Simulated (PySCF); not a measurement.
**Ni⁵⁺: ionisation energy**

Ni⁵⁺ [Ar] 3d5 [3d3/2^4 3d5/2^1, M_J = 5/2] → Ni⁶⁺ [Ar] 3d4 [3d3/2^4, M_J = 0], as a difference of total energies. Calculation: PySCF 2.14, in an uncontracted even-tempered set (18 s from 0.2 bohr⁻², ratio 2.8; 13 p from 0.26 bohr⁻², ratio 2.8; 9 d from 0.26 bohr⁻², ratio 2.8; 4 f from 1.5 bohr⁻², ratio 3); the two-component X2C-1e Hamiltonian. Correlated levels: [Ne] frozen; the 76 highest virtual spinors dropped. "Screened" scales the spin-orbit matrix elements by Boettger's factors to mimic the two-electron term; Breit and QED terms are absent.

```tsv
method	ionisation energy (eV)
GHF (screened spin-orbit)	106.73
GMP2 (screened spin-orbit)	107.57
```

**Question.** How much does correlation contribute at GMP2 (screened spin-orbit)?

**Answer.** 107.57 − (106.73) = 0.84 eV, measured against GHF (screened spin-orbit).

The labels give the starting determinants; with spin-orbit coupling the two ends relaxed to ⟨J²⟩ = 8.75, ⟨L²⟩ = 0.00, ⟨S²⟩ = 8.75 and ⟨J²⟩ = 3.85, ⟨L²⟩ = 5.99, ⟨S²⟩ = 5.99.

The determinant of Ni⁶⁺ mixes levels of different J (the jj label is only the starting occupation), so the difference between spin-free and spin-orbit rows is not the physical spin-orbit shift.

For comparison: 108 ± 1 eV (semi-empirical (NIST evaluation); NIST Atomic Spectra Database, ionization energies).
